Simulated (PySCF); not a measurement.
Compound: C7H19B2N.
Numbering: `[CH3:1][B:2]([CH3:3])[C@@H:4]1[CH2:5][CH2:6][BH2-:7][N+:8]1([CH3:9])[CH3:10]`

NICS is the negative of the GIAO shielding at a point without a nucleus: at the ring centre (0) and 1 Å above and below it (1); zz is the component along the ring normal. Level: GIAO PBE0/pcSseg-1 (PySCF, non-relativistic, gas phase) on the PBE0-D3(BJ)/def2-SVP geometry, one conformer.

Ring bond lengths (Å), with Mayer bond orders in brackets: C4–C5 1.532 (1.04), C5–C6 1.545 (1.02), C6–B7 1.627 (0.93), B7–N8 1.656 (0.57), N8–C4 1.507 (0.84).

What do the NICS probes read (ppm)?

| ring | type | NICS(0) | NICS(1), two faces | NICS(1)zz, two faces | rms pucker (Å) | centre to ring atoms, mean (Å) |
| --- | --- | --- | --- | --- | --- | --- |
| C4–C5–C6–B7–N8 | 5-membered ring with B and N; formal bonds all single | -5.7 | -4.0 / -2.5 | -5.6 / -2.6 | 0.19 | 1.31 |

What can be read from them?

- C4–C5–C6–B7–N8: mean NICS(1)zz -4.1 ppm, shielded. C4, C5, C6, B7, N8 have four or more neighbours, and the NICS criterion for π rings isn't applied.

List the ring angles and the Hirshfeld charges of the ring atoms.

- C4–C5–C6–B7–N8: C4 105.1° (-0.037 e), C5 107.7° (-0.073 e), C6 105.7° (-0.155 e), B7 101.0° (-0.037 e), N8 102.1° (+0.045 e); sum 521.6° against 540° for a flat convex ring.

How do the values depend on the level or the medium?

```
             level  NICS(0), C4–C5–C6–B7–N8  mean NICS(1)zz, C4–C5–C6–B7–N8
PBE0/pcSseg-1, gas                     -5.7                            -4.1
WP04/pcSseg-1, gas                     -5.1                            -3.4
```

The geometry is the same throughout.
